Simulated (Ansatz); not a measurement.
C2H8OSeSn, SMILES `C[O][SnH2][Se]C`. Charge 0, multiplicity 1. Sn takes the def2 core potential. All single points use the PBE0-D4/def2-TZVP geometry. It is one conformer, not always the lowest.

```xyz
13

C    -0.824   -1.300    1.379
O    -0.401   -2.011    0.246
Sn    0.265   -1.019   -1.317
Se    1.937    0.706   -0.576
C     0.653    2.139   -0.197
H    -1.125   -2.020    2.146
H    -0.025   -0.675    1.802
H    -1.690   -0.654    1.172
H    -1.074   -0.189   -1.989
H     0.971   -2.222   -2.284
H     0.077    1.911    0.697
H     1.244    3.038   -0.031
H    -0.008    2.295   -1.048
```

Task: What is the dipole moment at r2SCAN/def2-TZVPP? (An estimate is asked.)

Result: Computed: 2.03 D, with components (-0.98, 1.75, -0.35) D in this frame, pointing from negative to positive charge.

Task: And with PBE, B3LYP, ωB97M-V? (An estimate is asked.)

Result: Computed: PBE 1.93 D, B3LYP 2.01 D, ωB97M-V 2.02 D.

Task: Give the Mulliken charges with r2SCAN, PBE, ωB97M-V in def2-TZVPP. (Estimate.)

Result: Ansatz gave: 
```
atom  r2SCAN    PBE  ωB97M-V
  C1    0.01  -0.13    -0.19
  O2   -0.54  -0.47    -0.53
 Sn3    0.80   0.74     0.70
 Se4   -0.25  -0.22    -0.19
  C5   -0.24  -0.36    -0.42
  H6    0.05   0.09     0.12
  H7    0.06   0.09     0.11
  H8    0.04   0.08     0.10
  H9   -0.13  -0.13    -0.09
 H10   -0.10  -0.10    -0.06
 H11    0.10   0.13     0.15
 H12    0.10   0.13     0.15
 H13    0.10   0.13     0.15
```

B3LYP here is the variant with VWN-RPA as its local correlation; programs differ in this.
